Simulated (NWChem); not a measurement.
Polarisability of H2BF

SMILES: BF
```xyz
4

B      0.0000     0.0000    -0.6756
H      1.0798     0.0000    -1.2399
H     -1.0798     0.0000    -1.2399
F      0.0000     0.0000     0.6509
```
Charge 0, spin multiplicity 1.

The numbers come from NWChem runs, not from measurements. All single points use one geometry, from PBE/def2-SVP, a minimum by its harmonic frequencies.

Basis set: 6-31G*. The field's frequency is 0.0428 Ha (1065 nm). This basis has no diffuse functions, which lowers polarisabilities.

The correlated methods keep 2 core orbitals frozen. The Pople sets run with spherical d functions. The structure started from a generated list of species. No row is a measurement; the coupled-cluster row has its own basis-set and correlation limits.

Task: One of these methods gave an isotropic polarisability of 12.79 bohr³. Which?
(A) BHandHLYP
(B) HF
(C) CCSD linear response
(D) PBE

Result: C, CCSD linear response. The others give 13.40 (PBE), 12.11 (HF), 12.55 (BHandHLYP).
